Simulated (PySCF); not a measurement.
Computed IR spectrum (relative IR intensity) of a molecule C5H9F. Coordinates come from a ωB97X-D3(BJ)/def2-SVP optimisation. Other conformers were not sampled. Computed with PySCF with ωB97X-D3(BJ)/def2-SVP. Frequencies are harmonic and unscaled.

```tsv
ν (cm⁻¹)	relative intensity
380	2.6
432	2.6
516	14
584	16
932	13
957	58
966	5.7
1010	13
1042	3.0
1090	14
1144	16
1168	100
1281	7.4
1359	4.6
1390	20
1411	35
1419	8.9
1431	6.2
1463	22
1470	16
1478	10
1482	2.9
1779	16
3055	39
3060	46
3077	15
3138	23
3176	12
3179	39
3183	16
3287	3.4
```

Q: Pick the molecule that these values belong to.
A) C[C@H](F)C1CC1
B) C=C(C)[C@H](C)F
C) CC/C(C)=C/F
D) C=C(F)C(C)C

A: B, C=C(C)[C@H](C)F
